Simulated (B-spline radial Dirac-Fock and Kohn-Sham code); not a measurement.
# Dipole and non-dipole photoemission parameters of Bi³⁺ 4p3/2

System: the Bi³⁺ ion, 1s2 2s2 2p6 3s2 3p6 3d10 4s2 4p6 4d10 4f14 5s2 5p6 5d10 6s2; threshold 698.8 eV (orbital energy of the model). Model: Dirac-Hartree-Slater photoionisation with a Latter tail; cross sections with all multipoles, angular parameters from the dipole term and its interference with E2. Program: a radial atomic solver.

Input of the calculation (task.json; shells as n, l, electrons):

```json
{"items": [{
  "Z": 83,
  "q": 3,
  "cfg": [[1, 0, 2], [2, 0, 2], [2, 1, 6], [3, 0, 2], [3, 1, 6], [3, 2, 10], [4, 0, 2], [4, 1, 6], [4, 2, 10], [4, 3, 14], [5, 0, 2], [5, 1, 6], [5, 2, 10], [6, 0, 2]],
  "A": 209,
  "rrms": 5.5211,
  "do": "xps",
  "hv": [51.9, 80, 125.0, 131.0, 134.0, 157.0, 200, 212.0, 274.0, 374.0, 467.0, 600, 800, 834.0, 841.0, 954.0, 1780.0, 1950.0, 1960.0, 2984.4, 3430.0, 4160.0, 4510.0, 5370.0, 6000, 7810.0, 8047.8, 10700.0, 11700.0, 12000]
}]}
```

Run with: `python xray2_run.py task.json out`

```csv
hν (eV),σ (kb),β,γ,δ
800,176,0.057,-0.155,0.137
834,170,0.224,-0.069,0.129
841,169,0.254,-0.053,0.127
954,150,0.616,0.157,0.097
1780,68.4,1.397,0.296,0.010
1950,59.8,1.453,0.250,0.006
1960,59.3,1.456,0.247,0.006
2984.4,29.7,1.634,0.027,0.001
3430,23.2,1.671,-0.022,0.002
4160,16.2,1.709,-0.052,0.005
4510,13.9,1.722,-0.049,0.007
5370,9.78,1.742,-0.008,0.010
6000,7.77,1.749,0.043,0.013
7810,4.41,1.754,0.240,0.018
8047.8,4.12,1.753,0.269,0.019
10700,?,?,?,?
11700,1.74,1.729,0.742,0.028
12000,1.64,1.726,0.780,0.029
```

**Question.** Give the values at 10700 eV.

**Answer.** σ = 2.15 kb, β = 1.738, γ = 0.612, δ = 0.026.
